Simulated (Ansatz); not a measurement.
`NB[SiH2]N` + HBr → `NBBr` + `N[SiH3]`  (cleavage of the B–Si bond)

Program: Ansatz. Geometries: PBE0-D4/def2-TZVP. ΔE: electronic, gas phase. CCSD(T)/CBS is the MP2 limit (def2-TZVPP, def2-QZVPP) plus CCSD(T) − MP2 in def2-TZVPP, frozen cores. This one scheme is used for every species. DFT in def2-TZVPP. HSE06 is defined as in plane-wave codes. For Br outer-core shells are correlated without core-valence functions, which leaves a few kJ/mol of doubt a bond. Scalar relativity is left out up to krypton. One conformer a species, not always the lowest.

CCSD(T)/CBS gives -1.14 eV.

**Question.** Another level gave -1.08 eV. Which?
A. HSE06-D4/def2-TZVPP
B. CCSD/def2-TZVPP
C. revPBE-D4/def2-TZVPP
D. SCS-MP2/def2-TZVPP

**Answer.** A. HSE06-D4 -1.08, CCSD/def2-TZVPP -1.14, revPBE-D4 -1.03, SCS-MP2/def2-TZVPP -1.21 eV.

**Question.** What do rigid-rotor, harmonic-oscillator terms from PBE0-D4/def2-TZVP frequencies (298.15 K, 1 bar) make of the CCSD(T)/CBS value? (An estimate is asked.)

**Answer.** The calculation gave: ΔZPE = +0.05 eV, ΔH = -1.12 eV, ΔS = 5 J/(mol·K), ΔG = -1.14 eV.

Largest T1 diagnostic among the species: 0.013.

In def2-TZVPP, CCSD(T) changes the Hartree–Fock value by +0.17 eV (the triples alone add +0.01 eV) and MP2 by +0.06 eV. From r2SCAN to r2SCAN0 (25 % exact exchange), in def2-TZVPP and without D4, ΔE moves by −0.03 eV.
